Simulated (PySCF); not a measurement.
Input for PySCF:
```python
from pyscf import gto, scf, dft

mol = gto.Mole()
mol.atom = '''
    Si   -1.035500   -0.132700    0.444300
    As    1.288800    0.124100    0.736500
    H    -1.684400    1.105500   -0.020800
    H    -1.429500   -1.150500   -0.549200
    H     1.526700   -1.019600   -0.199000
    H     1.333900    1.073300   -0.411700
'''
mol.basis = '6-31g**'
mol.charge = 0
mol.spin = 1
mol.verbose = 4
mol.build()

mf = dft.UKS(mol)
mf.xc = 'bhandhlyp'
mf.kernel()
mf.analyze()
```

Q: What is the computed nuclear repulsion energy (BHANDHLYP/6-31G** (PySCF))?

A: 154.3690 Eh

Q: Estimate the HOMO energy that BHANDHLYP/6-31G** returns for this input.

A: -6.95 eV

Q: What <S^2> does BHANDHLYP/6-31G** give?

A: 0.752

Q: What number of basis functions does BHANDHLYP/6-31G** give?

A: 70

These values belong to the state on which the SCF converged, which isn't shown to be the lowest.
